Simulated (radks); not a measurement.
Question: Coherent X-ray form factor from a spherical all-electron density. Method: Dirac Kohn-Sham, exchange-only PBE, spin-unpolarised, spherical densities, point nucleus; computed with a radial shooting solver on a logarithmic mesh with Libxc functionals.

| sin(theta)/lambda (1/angstrom) | f0 (electrons) |
|---|---|
| 0.05 | 1.954 |
| 0.1 | 1.826 |
| 0.15 | 1.644 |
| 0.2 | 1.437 |
| 0.25 | 1.231 |
| 0.3 | 1.040 |
| 0.4 | 0.728 |
| 0.5 | 0.506 |
| 0.6 | 0.354 |
| 0.8 | 0.181 |
| 1 | 0.099 |
| 1.25 | 0.050 |
| 1.5 | 0.028 |
| 2 | 0.010 |

The species is in the configuration that NIST lists as its ground one. Which atom or ion scatters so?

Answer: Neutral helium, [He]. Extrapolating in s^2 from the first two rows gives f0(0) = 2.0, near the electron count 2; among species with that count, the fall with angle is slower the higher Z, and the table is that of Z = 2; from so few rows the species is fixed only to a neighbour or two.
